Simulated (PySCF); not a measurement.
**What settings do to a single point of [Eu(S2)2]−**

The sound run of [Eu(S2)2]− (singlet in the valence; each metal's 4f electrons, 6 of them, lie in its core potential, out of spins and levels) uses PySCF 2.14.0, RKS r2SCAN, Eu lcecp-1-SVP with ECP52, S def2-SVP; non-relativistic Hamiltonian with scalar-relativistic core potentials where named; density fitting; no spin-orbit coupling, grid (50, 194), threshold 1e-8 Eh and 55 cycles, at the relaxed geometry:

```xyz
5

Eu    0.0000    0.0000    0.0000
S     0.7713    0.7713    2.4112
S    -0.7713   -0.7713    2.4112
S     0.7713   -0.7713   -2.4112
S    -0.7713    0.7713   -2.4112
```

There Eu1 has a Mulliken charge of 0.74 e and the dipole about the centre of mass is 0.00 D. Each run below changes one thing and starts from free metal ions and neutral atoms unless it says otherwise; with 55 cycles, smearing, a level shift and second-order steps follow where DIIS fails, and their cycles count. Energy shifts count from the sound run. On f atoms grids over 110 angular points are at least (60, 302).

| change | outcome | cycles | energy shift (eV) | largest force component (eV/Å) | charge on Eu1 (e) | dipole about the centre of mass (D) |
| --- | --- | --- | --- | --- | --- | --- |
| all coordinates × 0.94 | converged | 9 | 0.73 | 1.70 | 0.60 | 0.00 |
| start from the bare core Hamiltonian, limit 61 cycles | converged | 12 | 0.0000 | 0.00 | 0.74 | 0.00 |
| grid (99, 590) | converged | 10 | 0.0651 | 0.01 | 0.74 | 0.00 |
| spin (2S) set to 3, limit 88 cycles | refused | – | – | – | – | – |

(1) How does the run with this change end: threshold 1e-06?

Forces carry noise of the integration grid, about 0.01 to 0.03 eV/Å.

No frequency check is given that shows the relaxed geometry to be a minimum. An lcecp potential fixes the number of 4f electrons, so in runs with it no electron can move into or out of that shell.

Answers

(1) outcome converged, cycles 9, energy shift (eV) 0.0000, largest force component (eV/Å) 0.00, charge on Eu1 (e) 0.74, dipole about the centre of mass (D) 0.00.
